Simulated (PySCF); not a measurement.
Oxygen: a sound run and one with changed settings

Sound run: O⁺ [He] 2s2 2p3, O²⁺ [He] 2s2 2p2. Computed with PySCF 2.14 in cc-pVDZ (3s2p1d, 14 functions), with no relativity, point nucleus. The sound run starts from symmetry-adapted Hartree-Fock orbitals and uses a fine grid where one is needed.

Changed run: initial guess sap, at most 5 SCF cycles. This setting is unsound on purpose.

```tsv
species	method	sound run (hartree)	changed run (hartree)	converged
O⁺	UHF	-74.35247	-74.35247	no
O⁺	LDA	-73.98989	-73.98989	no
O⁺	M06-L	-74.55755	-74.55755	no
O²⁺	UHF	-73.08103	-73.08103	no
O²⁺	LDA	-72.67960	-72.67960	no
O²⁺	M06-L	-73.25493	-73.25493	no
```

The SCF was stopped early; the energies are upper bounds that still move, and correlated levels were skipped or rest on poor orbitals.
